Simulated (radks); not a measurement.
Pt III, 76 electrons, occupied as [Kr] 4d10 4f14 5s1.75 5p6 5d8 6s0.25 (fractional occupations, a model configuration). Method: Dirac Kohn-Sham, PBE, spin-unpolarised, spherical densities, point nucleus; open shells are shared between the two j in proportion to 2j + 1; computed with a radial shooting solver on a logarithmic mesh with Libxc functionals.

Normalised radial functions P(r) = r R(r) (large component), r in bohr:

| r | 4f7/2 | 6s1/2 |
|---|---|---|
| 0.000751 | 0.0000 | 0.0229 |
| 0.0008673 | 0.0000 | 0.0255 |
| 0.00101 | 0.0000 | 0.0286 |
| 0.001175 | 0.0000 | 0.0319 |
| 0.001358 | 0.0000 | 0.0353 |
| 0.00158 | 0.0000 | 0.0391 |
| 0.00184 | 0.0000 | 0.0433 |
| 0.002125 | 0.0000 | 0.0474 |
| 0.002474 | 0.0000 | 0.0520 |
| 0.00288 | 0.0000 | 0.0566 |
| 0.003352 | 0.0000 | 0.0612 |
| 0.003872 | 0.0000 | 0.0654 |
| 0.004507 | 0.0000 | 0.0694 |
| 0.005247 | 0.0000 | 0.0727 |
| 0.00606 | 0.0000 | 0.0749 |
| 0.007055 | 0.0000 | 0.0758 |
| 0.008213 | 0.0001 | 0.0747 |
| 0.009485 | 0.0001 | 0.0713 |
| 0.01104 | 0.0002 | 0.0648 |
| 0.01285 | 0.0003 | 0.0546 |
| 0.01485 | 0.0005 | 0.0412 |
| 0.01728 | 0.0008 | 0.0229 |
| 0.02012 | 0.0014 | 0.0005 |
| 0.02324 | 0.0024 | -0.0238 |
| 0.02705 | 0.0041 | -0.0512 |
| 0.03149 | 0.0070 | -0.0779 |
| 0.03637 | 0.0113 | -0.0996 |
| 0.04234 | 0.0187 | -0.1144 |
| 0.04929 | 0.0304 | -0.1163 |
| 0.05692 | 0.0474 | -0.1027 |
| 0.06627 | 0.0743 | -0.0698 |
| 0.07714 | 0.1142 | -0.0190 |
| 0.08981 | 0.1714 | 0.0436 |
| 0.1037 | 0.2457 | 0.1032 |
| 0.1207 | 0.3495 | 0.1513 |
| 0.1406 | 0.4814 | 0.1672 |
| 0.1623 | 0.6313 | 0.1411 |
| 0.189 | 0.8095 | 0.0679 |
| 0.22 | 0.9957 | -0.0388 |
| 0.2541 | 1.1627 | -0.1441 |
| 0.2958 | 1.3078 | -0.2230 |
| 0.3444 | 1.3990 | -0.2345 |
| 0.3977 | 1.4206 | -0.1681 |
| 0.463 | 1.3699 | -0.0277 |
| 0.539 | 1.2507 | 0.1459 |
| 0.6225 | 1.0898 | 0.2904 |
| 0.7246 | 0.8909 | 0.3706 |
| 0.8436 | 0.6857 | 0.3429 |
| 0.9743 | 0.5043 | 0.2139 |
| 1.134 | 0.3407 | -0.0045 |
| 1.32 | 0.2133 | -0.2585 |
| 1.525 | 0.1268 | -0.4820 |
| 1.775 | 0.0671 | -0.6555 |
| 2.067 | 0.0320 | -0.7382 |
| 2.406 | 0.0136 | -0.7251 |
| 2.779 | 0.0053 | -0.6394 |
| 3.235 | 0.0017 | -0.5015 |
| 3.766 | 0.0004 | -0.3496 |
| 4.349 | 0.0001 | -0.2199 |
| 5.063 | 0.0000 | -0.1166 |
| 5.894 | 0.0000 | -0.0523 |
| 6.807 | 0.0000 | -0.0206 |
| 7.924 | 0.0000 | -0.0063 |

4f7/2: eigenvalue -91.305 eV, 0 radial nodes, <r> = 0.519 bohr, 90 % of the charge inside 0.838 bohr. 6s1/2: eigenvalue -22.538 eV, 5 radial nodes at r = 0.0202, 0.0810, 0.209, 0.475, 1.13 bohr, <r> = 2.47 bohr, 90 % of the charge inside 3.58 bohr.
